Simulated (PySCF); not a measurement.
The calculation used core-valence-separated Tamm–Dancoff BHandHLYP/aug-pcX-1 (pcseg-1 on H) in PySCF, non-relativistic, gas phase, PBE0-D3(BJ)/def2-SVP geometry. The energies are unshifted.

Main lines of an unknown, eV (oscillator strength): C K: 282.1 (0.055), 282.5 (0.057), 282.8 (0.056), 284.1 (0.055), 284.7 (0.082); N K: 400.3 (0.018), 400.8 (0.023), 401.0 (0.011), 402.9 (0.003), 403.1 (0.008). Listed: the first five lines at most of each edge with a tenth or more of its strongest line's intensity; roots within 0.03 eV on the same or equivalent atoms are summed. Only the lowest roots were sought, and the top ones are left out.

Task: Which candidate gives them?
A. `C#CC(=O)N(C)C`
B. `O=C(N)CC#CC`
C. `N#C[C@H]1CCOC1`
D. `C=CC(=C)NC=O`

Result: D. 

- `C=CC(=C)NC=O`: C K: 282.1 (0.055), 282.5 (0.057), 282.8 (0.056), 284.1 (0.055), 284.7 (0.082); N K: 400.3 (0.018), 400.8 (0.023), 401.0 (0.011), 402.9 (0.003), 403.1 (0.008). First C line listed at 282.1 eV, hole on the terminal =CH2 carbon (1s→π*); first N line listed at 400.3 eV, hole on the amide nitrogen.
- `CC#CCC(N)=O`: C K: 283.8 (0.118), 284.0 (0.071), 284.1 (0.048), 285.0 (0.087), 286.3 (0.012); N K: 400.0 (0.024), 400.3 (0.010), 401.2 (0.032), 402.3 (0.004), 402.5 (0.004). First C line listed at 283.8 eV, hole on the alkyne carbon; first N line listed at 400.0 eV, hole on the amide nitrogen.
- `C#CC(=O)N(C)C`: C K: 282.9 (0.063), 283.2 (0.033), 283.5 (0.067), 283.9 (0.051), 285.1 (0.073); N K: 399.4 (0.024), 402.3 (0.007), 402.4 (0.013), 403.2 (0.007). First C line listed at 282.9 eV, hole on the terminal alkyne carbon (1s→π*); first N line listed at 399.4 eV, hole on the amide nitrogen.
- `N#C[C@H]1CCOC1`: C K: 284.0 (0.064), 284.1 (0.064), 285.9 (0.014), 286.4 (0.027), 286.5 (0.019); N K: 397.3 (0.063), 397.4 (0.063). First C line listed at 284.0 eV, hole on the nitrile carbon (1s→π*); first N line listed at 397.3 eV, hole on the nitrile nitrogen (1s→π*).

One conformer each; other structures than these candidates weren't tested.

Shape of the structure used: `[CH2:1]=[CH:2][C:3](=[CH2:4])[NH:5][CH:6]=[O:7]`: C1–C2–C3–C4 180°, C2–C3–N5–C6 180°, C3–N5–C6–O7 0°.
